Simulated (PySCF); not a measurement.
# Ga (gallium, neutral) across methods

[Ar] 3d10 4s2 4p1, 2P determinant. All numbers are calculated (PySCF 2.14, the spin-free X2C one-electron Hamiltonian (Gaussian nucleus), in aug-cc-pVDZ-DK).

| method | E (hartree) | mean ε 4s α (eV) | mean ε 4s β (eV) | mean ε 4p α (eV) | Σ⟨r²⟩ (bohr²) | ⟨S²⟩ |
| --- | --- | --- | --- | --- | --- | --- |
| LDA | -1940.586 | -9.386 | -8.860 | -2.928 | 39.69 | 0.751 |
| MN15 | -1945.004 | -10.783 | -10.134 | -4.066 | 40.08 | 0.753 |
| r2SCAN | -1943.710 | -9.425 | -8.771 | -3.191 | 39.23 | 0.756 |
| PBE0 | -1943.482 | -10.217 | -9.393 | -3.762 | 39.65 | 0.753 |
| PBE | -1943.467 | -9.151 | -8.561 | -2.937 | 39.96 | 0.752 |
| M06-2X | -1943.796 | -10.852 | -9.568 | -4.425 | 40.32 | 0.754 |
| BLYP | -1943.850 | -9.060 | -8.608 | -2.736 | 40.23 | 0.751 |
| r2SCANh | -1943.694 | -9.830 | -9.097 | -3.493 | 39.23 | 0.756 |
| UHF | -1942.08471 | -12.703 | -11.053 | -5.799 | 40.51 | 0.762 |
